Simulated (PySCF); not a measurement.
Bond energies at PBE/def2-TZVPP beside a composite method

PySCF, lowest determinants of a PBE0 search. The composite is CCSD(T) extrapolated to the basis-set limit from two correlation-consistent sets, with core-valence (CV) and scalar-relativistic (SR) terms as its label shows; it has no spin–orbit coupling and nothing beyond (T).

```csv
species,state (unpaired electrons),De PBE (eV),De composite (eV),composite,dissociates to
SnO,singlet (closed shell),6.17,5.77,CCSD(T)/CBS(DT)+CV,Sn + O
BN,"triplet (σ ↑, π ↑)",5.30,4.54,CCSD(T)/CBS(TQ)+CV+SR,B + N
AsS,doublet (π ↑),4.40,3.80,CCSD(T)/CBS(DT),As + S
SiP,doublet (π ↑),3.97,3.75,CCSD(T)/CBS(TQ)+CV+SR,Si + P
ZnSe,singlet (closed shell),1.40,1.20,CCSD(T)/CBS(TQ),Zn + Se
Na2,singlet (closed shell),0.77,0.75,CCSD(T)/CBS(DT)+SR,Na + Na
TlH,singlet (closed shell),2.55,2.61,CCSD(T)/CBS(DT),Tl + H
ZnBr,doublet (σ ↑),1.89,1.70,CCSD(T)/CBS(DT),Zn + Br
```

Problem. Does PBE bind more or less than the composite, by how much on average, and where is the difference largest?

Solution. PBE/def2-TZVPP binds more on average, method and basis taken together: the mean signed difference is +0.29 eV and the mean absolute one 0.31 eV; it is largest for BN (+0.76 eV).

The molecules are drawn from runs that passed checks on state, spin purity and fit, so the hardest cases are missing and the errors look smaller than over all diatomics.

Correlated steps freeze the inner cores (2 to 13 orbitals); shallow outer-core shells are correlated. Closed-shell solutions of metal pairs were not tested for spin polarisation, which can lower them a little. These are scalar-relativistic numbers at best; spin–orbit coupling would shift them, the dissociation energy most. Where the molecule has an RHF reference, its open-shell atoms are computed with UHF. The CCSD T1 diagnostic is raised in BN, SnO, ZnSe, a sign that a single reference may not be enough there. States were picked by a PBE0 search and need not be the measured ground states.
